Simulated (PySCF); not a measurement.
Question: What does the PBE0-D3(BJ)/def2-SVP structure of `Clc1nncnc1Br` look like in three dimensions?

Answer: 
Z-matrix in Å and degrees, rows numbered from 1:
```
Cl
C   1  1.7103
N   2  1.3152  1  117.66
N   3  1.3168  2  120.21  1   179.99
C   4  1.3235  3  117.93  2    -0.08
N   5  1.3353  4  125.60  3     0.12
C   6  1.3046  5  116.68  4    -0.08
Br  7  1.8746  2  121.68  1     0.15
H   5  1.0940  4  116.64  3  -179.92
```

The 6-membered ring C2–N3–N4–C5–N6–C7 has internal angles of 116.7° to 125.6°; it is planar, 0.00 Å rms from its mean plane, widest ring torsion 0°. The C–N distances run from 1.305 Å (N6–C7, aromatic) to 1.335 Å (C5–N6, aromatic), a spread of 0.030 Å. N3 (pyridine-type nitrogen) is bent (angle 120.2°). The 8 heavy atoms lie in one plane (0.001 Å rms).

Level of theory: PBE0-D3(BJ)/def2-SVP geometry optimisation, gas phase (PySCF).

Point group: Cs (every atom within 0.08 Å of its image). No frequency check.

The run took 39 s wall on Arm Neoverse V1, one thread (shared host), and the process peaked at 0.67 GiB of memory. These figures are those of the optimisation.
